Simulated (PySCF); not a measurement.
Compound: C6H12OSi.
SMILES with atom numbers: `[CH2:1]=[C:2]([CH3:3])[Si@H:4]1[CH2:5][CH2:6][CH2:7][O:8]1` (hydrogens: H9, H10 on C1; H11, H12, H13 on C3; H14 on Si4; H15, H16 on C5; H17, H18 on C6; H19, H20 on C7)

Computed with PySCF at PBE0/pcSseg-1 and CAM-B3LYP/def2-SVPD, non-relativistic, on one gas-phase PBE0-D3(BJ)/def2-SVP geometry that isn't relaxed in the solvent. The solvent is an IEF-PCM continuum (cavity from Bondi-type radii × 1.2). Specific hydrogen bonds and non-electrostatic terms are outside this model.

Gas phase at PBE0/pcSseg-1: HOMO -7.40 eV, LUMO -0.11 eV, dipole 1.76 D.

Q: What does the continuum do to the energy, the frontier levels and the dipole at PBE0/pcSseg-1 in chloroform?

A: 
| solvent | ε | E(solvent) − E(gas) (kcal/mol) | polarisation term (kcal/mol) | distortion of the solute (kcal/mol) | HOMO (eV) | LUMO (eV) | dipole (D) |
| --- | --- | --- | --- | --- | --- | --- | --- |
| chloroform | 4.711 | -2.44 | -2.68 | 0.24 | -7.39 | -0.10 | 2.19 |

The polarisation term is half the interaction of the solute with the surface charges that it induces; the rest is the cost of distorting the solute's density. The sum is the electrostatic part of solvation alone.

Q: Which radius a makes the point-dipole formula ΔE = −[(ε − 1)/(2ε + 1)]·μ²/a³ give the value in chloroform, with the gas-phase dipole?

A: μ = 0.692 au and |ΔE| = 0.00388 Eh give a = 1.87 Å; the farthest nucleus lies 3.67 Å from the centroid of the nuclei, so such a sphere wouldn't even hold the nuclei. The formula assumes a rigid point dipole at the centre of a sphere.

Q: Which Hirshfeld charges (PBE0/pcSseg-1) respond most in chloroform (means over atoms taken as equivalent)?

A: 
```tsv
atoms	environment	gas (e)	solvent (e)	change
O8	silyl ether oxygen	-0.235	-0.247	-0.012
C1	terminal =CH2 carbon	-0.095	-0.102	-0.007
H18	methylene hydrogen	+0.042	+0.046	+0.004
H15	methylene hydrogen	+0.039	+0.043	+0.004
H11/H12/H13	methyl hydrogen	+0.044	+0.047	+0.003
Si4	oxygen-bound silicon	+0.409	+0.406	-0.003
```

Q: Which Mayer bond orders change most in chloroform?

A: 
| bond | length (Å) | gas | solvent | change |
| --- | --- | --- | --- | --- |
| C7–O8 | 1.415 | 0.903 | 0.892 | -0.011 |
| Si4–C5 | 1.891 | 0.891 | 0.900 | +0.009 |
| C1–C2 | 1.341 | 1.972 | 1.964 | -0.008 |
| O8–Si4 | 1.686 | 0.926 | 0.918 | -0.008 |
| C6–C7 | 1.530 | 1.033 | 1.036 | +0.003 |
| Si4–H14 | 1.496 | 0.920 | 0.917 | -0.003 |
| C2–Si4 | 1.872 | 0.839 | 0.841 | +0.002 |
| C3–H11 | 1.101 | 0.961 | 0.959 | -0.002 |

Gas phase at CAM-B3LYP/def2-SVPD: HOMO -8.71 eV, LUMO 0.92 eV, dipole 1.75 D.

Q: What does the continuum do to the energy, the frontier levels and the dipole at CAM-B3LYP/def2-SVPD in chloroform?

A: 
```tsv
solvent	ε	E(solvent) − E(gas) (kcal/mol)	polarisation term (kcal/mol)	distortion of the solute (kcal/mol)	HOMO (eV)	LUMO (eV)	dipole (D)
chloroform	4.711	-2.33	-2.60	0.27	-8.68	0.96	2.24
```

Q: How does the static polarisability (CAM-B3LYP/def2-SVPD, frozen core, with the continuum's full static response) change?

A: 
| medium | isotropic (au) | principal values (au) | ⟨r²⟩ of the electrons (bohr²) |
| --- | --- | --- | --- |
| gas | 97.7 | 82.8, 101.7, 108.6 | 1265.9 |
| chloroform | 121.5 | 104.3, 128.3, 131.8 | 1265.2 |

The isotropic value in chloroform is 1.24 times the gas-phase one; no cavity-field correction is applied. ⟨r²⟩ is taken about the centre of nuclear charge.

Time: 76 s of wall time; peak memory 1.2 GiB. Hardware: one thread of an Arm Neoverse N1, on a shared host. This is the whole shielding run at PBE0/pcSseg-1 in chloroform, SCF included.
